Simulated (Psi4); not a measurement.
O2Ti, singlet, geometry from GFN2-xTB (such geometries of metal compounds can be far from the true shape); BLYP/cc-pVTZ run with Psi4.

The Psi4 input:
```
memory 2 GB

molecule {
0 1
  Ti    0.23899428    0.04573060    0.28655580
  O     0.69526851    0.11672313   -1.27662119
  O    -1.35250277   -0.24248227    0.48859274
}

set basis cc-pvtz

energy('blyp')
print_variables()
```

The log (banner, timings and long lists left out):

```
   => Loading Basis Set <=

    Name: CC-PVTZ
    Role: ORBITAL
    Keyword: BASIS

         ---------------------------------------------------------
                                   SCF
               by Justin Turney, Rob Parrish, Andy Simmonett
                          and Daniel G. A. Smith
                              RKS Reference
         ---------------------------------------------------------

  ==> Geometry <==

    Molecular point group: cs
    Full point group: Cs

    Geometry (in Angstrom), charge = 0, multiplicity = 1:

       Center              X                  Y                   Z               Mass
    ------------   -----------------  -----------------  -----------------  -----------------
         TI          -0.231260770752     0.272361215914     0.000000000000    47.947941980000
         O           -0.692871824058    -1.290860985122     0.000000000000    15.994914619570
         O            1.386122040268     0.474403999333     0.000000000000    15.994914619570

  Running in cs symmetry.

  Rotational constants: A =      1.10211  B =      0.28338  C =      0.22542 [cm^-1]
  Rotational constants: A =  33040.36771  B =   8495.46478  C =   6757.85854 [MHz]
  Nuclear repulsion =  126.697290562485733

  Charge       = 0
  Multiplicity = 1
  Electrons    = 38
  Nalpha       = 19
  Nbeta        = 19

  ==> Algorithm <==

  SCF Algorithm Type is DF.
  DIIS enabled.
  MOM disabled.
  Fractional occupation disabled.
  Guess Type is SAD.
  Energy threshold   = 1.00e-06
  Density threshold  = 1.00e-06
  Integral threshold = 1.00e-12

  ==> Primary Basis <==

  Basis Set: CC-PVTZ
    Blend: CC-PVTZ
    Number of shells: 40
    Number of basis functions: 128
    Number of Cartesian functions: 154
    Spherical Harmonics?: true
    Max angular momentum: 4

  ==> DFT Potential <==

   => LibXC <=

    Version 7.1.2
    S. Lehtola, C. Steigemann, M. J. T. Oliveira, and M. A. L. Marques,  SoftwareX 7, 1–5 (2018) (10.1016/j.softx.2017.11.002)

   => Composite Functional: BLYP <=

    BLYP GGA Exchange-Correlation Functional

    P.J. Stephens et. al., J. Phys. Chem., 98, 11623-11627, 1994
    B. Miehlich et. al., Chem. Phys. Lett., 157(3), 200-206 1989

    Deriv               =              1
    GGA                 =           TRUE
    Meta                =          FALSE

    Exchange Hybrid     =          FALSE
    MP2 Hybrid          =          FALSE

   => Exchange Functionals <=

    1.0000     XC_GGA_X_B88

   => Correlation Functionals <=

    1.0000     XC_GGA_C_LYP

   => LibXC Density Thresholds  <==

    XC_GGA_C_LYP:  1.00E-14
    XC_GGA_X_B88:  1.00E-15

   => Molecular Quadrature <=

    Radial Scheme          =       TREUTLER
    Pruning Scheme         =           NONE
    Nuclear Scheme         =       TREUTLER

    Blocking Scheme        =         OCTREE
    BS radius alpha        =              1
    Pruning alpha          =              1
    Radial Points          =             75
    Spherical Points       =            302
    Total Points           =          66244
    Total Blocks           =            577
    Max Points             =            256
    Max Functions          =            128
    Weights Tolerance      =       1.00E-15

   => Loading Basis Set <=

    Name: (CC-PVTZ AUX)
    Role: JKFIT
    Keyword: DF_BASIS_SCF

  ==> Integral Setup <==

  SCF_SUBTYPE=INCORE selected. In-core MEM_DF algorithm will be used.
  Using in-core AOs.

  ==> MemDFJK: Density-Fitted J/K Matrices <==

    J tasked:                   Yes
    K tasked:                    No
    wK tasked:                   No
    Algorithm:                 Core
    Schwarz Cutoff:           1E-12
    Mask sparsity (%):       0.1099
    Fitting Condition:        1E-10

   => Auxiliary Basis Set <=

  Basis Set: (CC-PVTZ AUX)
    Blend: CC-PVTZ-JKFIT + DEF2-UNIVERSAL-JKFIT
    Number of shells: 108
    Number of basis functions: 422
    Number of Cartesian functions: 569
    Spherical Harmonics?: true
    Max angular momentum: 6

  Minimum eigenvalue in the overlap matrix is 5.2548580510E-05.
  Reciprocal condition number of the overlap matrix is 1.2094520155E-05.
    Using symmetric orthogonalization.

  ==> Pre-Iterations <==

  SCF Guess: Superposition of Atomic Densities via on-the-fly atomic UHF (no occupation information).

   -------------------------
    Irrep   Nso     Nmo
   -------------------------
     A'        84      84
     A"        44      44
   -------------------------
    Total     128     128
   -------------------------

  ==> Iterations <==

                           Total Energy        Delta E     RMS |[F,P]|

   @DF-RKS iter SAD:  -999.26548047484721   -9.99265e+02   0.00000e+00
   @DF-RKS iter   1:  -999.33194949564609   -6.64690e-02   1.55772e-02 DIIS/ADIIS
   @DF-RKS iter   2:  -980.25042500619918    1.90815e+01   6.72617e-02 DIIS/ADIIS
   @DF-RKS iter   3:  -997.46431328893857   -1.72139e+01   2.40842e-02 DIIS/ADIIS
   @DF-RKS iter   4: -1000.05083275298296   -2.58652e+00   2.55408e-03 DIIS/ADIIS
   @DF-RKS iter   5: -1000.07136277483232   -2.05300e-02   1.45065e-03 DIIS/ADIIS
   @DF-RKS iter   6: -1000.07677504948504   -5.41227e-03   5.63595e-04 DIIS/ADIIS
   @DF-RKS iter   7: -1000.07765359132713   -8.78542e-04   1.71158e-04 DIIS/ADIIS
   @DF-RKS iter   8: -1000.07772866883715   -7.50775e-05   6.48596e-05 DIIS
   @DF-RKS iter   9: -1000.07772910691597   -4.38079e-07   5.93597e-05 DIIS
   @DF-RKS iter  10: -1000.07773826672872   -9.15981e-06   3.06671e-05 DIIS
   @DF-RKS iter  11: -1000.07774141765969   -3.15093e-06   3.39753e-06 DIIS
   @DF-RKS iter  12: -1000.07774145402095   -3.63613e-08   2.33895e-07 DIIS
  Energy and wave function converged.

  ==> Post-Iterations <==

   Electrons on quadrature grid:
      Ntotal   =   37.9999413792 ; deviation = -5.862e-05

    Orbital Energies [Eh]
    ---------------------

    Doubly Occupied:

       1Ap  -177.782034     2Ap   -19.457960     3Ap   -18.735444
       4Ap   -18.735443     5Ap   -16.255116     1App  -16.255095
       6Ap   -16.249402     7Ap    -2.210326     8Ap    -1.381732
       9Ap    -1.380220     2App   -1.373283    10Ap    -0.763513
      11Ap    -0.747516    12Ap    -0.287832    13Ap    -0.279544
       3App   -0.274462     4App   -0.258075    14Ap    -0.245536
      15Ap    -0.209355

    Virtual:

      16Ap    -0.132619     5App   -0.107141    17Ap    -0.102743
       6App   -0.033991    18Ap    -0.015612     7App    0.003605
      19Ap     0.007580    20Ap     0.028806    21Ap     0.031878
      22Ap     0.066764     8App    0.093917     9App    0.096168
      23Ap     0.109036    24Ap     0.115231    10App    0.116674
      25Ap     0.124690    26Ap     0.191226    27Ap     0.202531
      28Ap     0.332450    11App    0.448196    29Ap     0.457824
      30Ap     0.462210    12App    0.484779    13App    0.486791
      31Ap     0.516468    32Ap     0.578192    33Ap     0.631721
      34Ap     0.641366    35Ap     0.667067    36Ap     0.681510
      14App    0.699358    15App    0.716169    16App    0.735277
      37Ap     0.752125    38Ap     0.805854    17App    0.886123
      18App    0.911251    39Ap     0.933580    40Ap     1.131526
      41Ap     1.279664    42Ap     1.429521    43Ap     1.439021
      19App    1.469230    44Ap     1.545815    45Ap     1.575268
      46Ap     1.633376    20App    1.662857    21App    1.712678
      22App    1.730476    47Ap     1.788229    23App    1.822836
      48Ap     1.829446    49Ap     1.851431    50Ap     1.921971
      51Ap     2.047101    24App    2.118984    52Ap     2.169687
      25App    2.223761    53Ap     2.306557    54Ap     2.536965
      55Ap     2.604336    26App    2.909716    56Ap     2.917473
      27App    2.985822    57Ap     3.076668    58Ap     3.113077
      28App    3.120150    29App    3.162560    59Ap     3.255718
      60Ap     3.266514    30App    3.295402    61Ap     3.319428
      31App    3.345662    32App    3.353134    62Ap     3.361480
      63Ap     3.428205    64Ap     3.481594    33App    3.835919
      65Ap     3.840128    34App    3.872890    66Ap     3.967565
      67Ap     4.501788    68Ap     4.649135    35App    5.065860
      69Ap     5.070806    36App    5.073803    70Ap     5.083537
      37App    5.158771    71Ap     5.171106    72Ap     5.215937
      38App    5.292695    39App    5.478139    73Ap     5.518165
      40App    5.562121    74Ap     5.588495    75Ap     5.874153
      76Ap     5.920769    41App    6.185069    77Ap     6.195442
      42App    6.248512    78Ap     6.249343    43App    6.642735
      44App    6.644587    79Ap     6.676074    80Ap     6.684674
      81Ap     6.912009    82Ap     6.991064    83Ap     9.153794
      84Ap     9.284292

    Final Occupation by Irrep:
             Ap   App
    DOCC [    15,    4 ]
    NA   [    15,    4 ]
    NB   [    15,    4 ]

  @DF-RKS Final Energy: -1000.07774145402095

   => Energetics <=

    Nuclear Repulsion Energy =            126.6972905624857333
    One-Electron Energy =               -1625.5560843883076814
    Two-Electron Energy =                 558.1286264281943659
    DFT Exchange-Correlation Energy =     -59.3475740563933059
    Empirical Dispersion Energy =           0.0000000000000000
    VV10 Nonlocal Energy =                  0.0000000000000000
    Total Energy =                      -1000.0777414540209520

Computation Completed

Properties will be evaluated at   0.000000,   0.000000,   0.000000 [a0]

Properties computed using the SCF density matrix

 Multipole Moments:

 ------------------------------------------------------------------------------------
     Multipole            Electronic (a.u.)      Nuclear  (a.u.)        Total (a.u.)
 ------------------------------------------------------------------------------------

 L = 1.  Multiply by 2.5417464519 to convert [e a0] to [Debye]
 Dipole X            :         -2.4421148            0.8659949           -1.5761199
 Dipole Y            :          2.8761356           -1.0199025            1.8562331
 Dipole Z            :          0.0000000            0.0000000            0.0000000
 Magnitude           :                                                    2.4351089

 ------------------------------------------------------------------------------------

  Variable Map:
  ----------------------------------------------------------------------------
  "CURRENT ENERGY"              =>   -1000.077741454021
  "CURRENT REFERENCE ENERGY"    =>   -1000.077741454021
  "DD SOLVATION ENERGY"         =>       0.000000000000
  "DFT FUNCTIONAL TOTAL ENERGY" =>   -1000.077741454021
  "DFT TOTAL ENERGY"            =>   -1000.077741454021
  "DFT VV10 ENERGY"             =>       0.000000000000
  "DFT XC ENERGY"               =>     -59.347574056393
  "GRID ELECTRONS ALPHA"        =>      18.999970689613
  "GRID ELECTRONS BETA"         =>      18.999970689613
  "GRID ELECTRONS TOTAL"        =>      37.999941379226
  "NUCLEAR REPULSION ENERGY"    =>     126.697290562486
  "ONE-ELECTRON ENERGY"         =>   -1625.556084388308
  "PCM POLARIZATION ENERGY"     =>       0.000000000000
  "PE ENERGY"                   =>       0.000000000000
  "SCF ITERATION ENERGY"        =>   -1000.077741454021
  "SCF ITERATIONS"              =>      12.000000000000
  "SCF TOTAL ENERGY"            =>   -1000.077741454021
  "TWO-ELECTRON ENERGY"         =>     558.128626428194
  "XC GRID RADIAL POINTS"       =>      75.000000000000
  "XC GRID SPHERICAL POINTS"    =>     302.000000000000
  "XC GRID TOTAL POINTS"        =>   66244.000000000000

  Array Variable Map:
  ----------------------------------------------------------------------------
  "CURRENT DIPOLE"              =>      -1.576119881140 ... 0.000000000000 1 by 3
  "SCF DIPOLE"                  =>      -1.576119881140 ... 0.000000000000 1 by 3
  "SCF TOTAL ENERGIES"          =>    -999.265480474847 ... -1000.077741454021 1 by 13
```
